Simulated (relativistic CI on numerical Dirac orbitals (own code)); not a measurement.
A reference radial Dirac CI calculation of Cs III gave the lowest total energy -7775.59567 Ha in 63 SCF steps, from this input:

```
atom Cs  Z=55  charge=2  electrons=53
nucleus A=133  rms_radius_fm=4.8041
hamiltonian dirac-coulomb  breit=on  qed=on  c_scale=1
orbitals kli  potential=per-configuration
slater_scale 1
correlation none
mixing on
grid step=0.0125 r_max=67.1
scf mixing=0.4 start=green max_iterations=150 tolerance=2e-08 node_fill=0.05
configurations
  [Kr] 4d10 5s2 5p5
  [Kr] 4d10 5s 5p6
  [Kr] 4d10 5s2 5p4 5d
  [Kr] 4d10 5s2 5p3 5d2
  [Kr] 4d10 5s2 5p4 5f
end
```

One setting was then changed, and the output read:

```
SCF 1: [Kr] 4d10 5s2 5p5
 iter      energy (Ha)   residual   last orbital (Ha)
    1     -7774.640205   1.66e+00     -1.63014
    2     -7784.383654   6.55e-01     -1.27960
    3     -7785.709592   1.62e-01     -1.18421
    4     -7785.783979   3.04e-02     -1.21996
error: SCF of 1s2 2s2 2p6 3s2 3p6 3d10 4s2 4p6 4d10 5s2 5p5 did not converge
end: not converged
```

(1) Which setting was changed?
A. configuration list
B. Slater scale
C. end of the grid
D. iteration limit

Answers

(1) D. The iteration limit 4. This setting is bad on purpose; its numbers may not be properties of the ion.
